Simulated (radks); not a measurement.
Values are calculated unless marked as measured or tabulated.
Q: Kr, configuration [Kr]. Level of theory: scalar-relativistic Kohn-Sham, LDA (Slater exchange, Perdew-Wang correlation), spin-unpolarised, spherical densities, finite nucleus; Fermi nuclear charge, rms radius 4.1884 fm (a radial shooting solver on a logarithmic mesh with Libxc functionals). Some entries of the table are withheld. Estimate them.

orbital,occ.,eigenvalue (eV),<r> (bohr),<1/r> (bohr^-1)
1s,2,-14135.43,(1),36.71
2s,2,-1861.822,0.1838,8.151
2p,6,(2),(3),7.979
3s,2,-263.0581,0.5315,2.696
3p,6,-194.9060,0.5414,2.546
3d,10,-81.7050,0.5563,2.271
4s,2,-23.2236,(4),(5)
4p,6,-9.3903,(6),0.6859

A: 
(1) 1s <r> (bohr): 0.04154
(2) 2p eigenvalue (eV): -1647.750
(3) 2p <r> (bohr): 0.1602
(4) 4s <r> (bohr): 1.568
(5) 4s <1/r> (bohr^-1): 0.8543
(6) 4p <r> (bohr): 1.944
